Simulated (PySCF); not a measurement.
Two-component Hartree-Fock for Si (silicon, neutral)

Start: [Ne] 3s2 3p2; 3p3/2 filled at m_j = +1/2, +3/2. Calculated with PySCF 2.14 in x2c-SVPall-2c with one added diffuse shell each of s, p type (5s5p1d, 25 functions): generalised Hartree-Fock with the X2C-1e Hamiltonian and a Gaussian nucleus; one run each with spin-orbit coupling (SO) switched off, then screened by Boettger's factors. This is a chosen level, not necessarily the ground level.

```csv
spinor shell,electrons,"ε, spin-free (eV)","ε, screened SO (eV)",weight of nominal j (screened SO),"rms radius, screened SO (bohr)"
1s1/2,2,-1875.9,-1875.9,1.000,0.129
2s1/2,2,-168.11,-168.11,1.000,0.613
2p1/2,2,-115.75,-116.22,0.893,0.598
3s1/2,2,-14.709,-14.713,0.999,2.39
3p3/2,2,-8.119,-8.115,0.825,3.01
```

Q: Where does 2p3/2 lie, and what is the 2p spin-orbit splitting (screened SO)?

A: At -115.52 eV, 0.699 eV above 2p1/2.

```
   quantity   spin-free  screened SO
E (hartree)  -289.34706   -289.34683
        M_J           2            2
       ⟨J²⟩       6.009        6.008
       ⟨L²⟩       2.007        2.008
       ⟨S²⟩       2.002        2.002
```

Each row is a mean over spinors that exchange with the open shell spreads, by up to 4.208 eV (3s1/2).

Rows whose weight is well below 1 are mixtures of j = l ± 1/2: exchange outweighs spin-orbit coupling there, and the label is only the starting occupation.

Without spin-orbit coupling the j labels of p, d and f shells carry no meaning; the spin-free column gives the mean over the occupied spinors of each nl shell.
